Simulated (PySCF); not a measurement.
How methods differ on the ionisation energy of Cu²⁺

Cu²⁺ [Ar] 3d9 (2D) → Cu³⁺ [Ar] 3d8 (3F), as a difference of total energies. All numbers are calculated (PySCF 2.14, scalar relativity through the core potential, in aug-cc-pwCVDZ-PP with ECP10MDF (6s6p5d3f, 70 functions)). Correlated levels: valence: 3s2 3p6 frozen; valence and next inner shell: nothing frozen outside the core potential. The calculations carry no spin-orbit coupling.

```
                                method  ionisation energy (eV)
                                   UHF                  34.003
                                   LDA                  37.947
                                   PBE                  37.103
                                  PBE0                  36.668
                                r2SCAN                  36.114
                                 M06-L                  36.044
                               LC-wPBE                  37.028
                                B2PLYP                  36.624
                                  MN15                  39.851
                         MP2 (valence)                  36.700
                     SCS-MP2 (valence)                  36.468
    MP2 (valence and next inner shell)                  37.146
SCS-MP2 (valence and next inner shell)                  36.785
```

Question: How much does correlation contribute at MP2 (valence and next inner shell)?

Answer: 37.146 − (34.003) = 3.143 eV, measured against UHF.

The reference lies between the lowest fine-structure levels, while these numbers refer to the centres of the terms.

Errors of the correlated levels include the incompleteness of this basis and the frozen core.

For comparison: 36.841 ± 0.012 eV (measured; NIST Atomic Spectra Database, ionization energies).
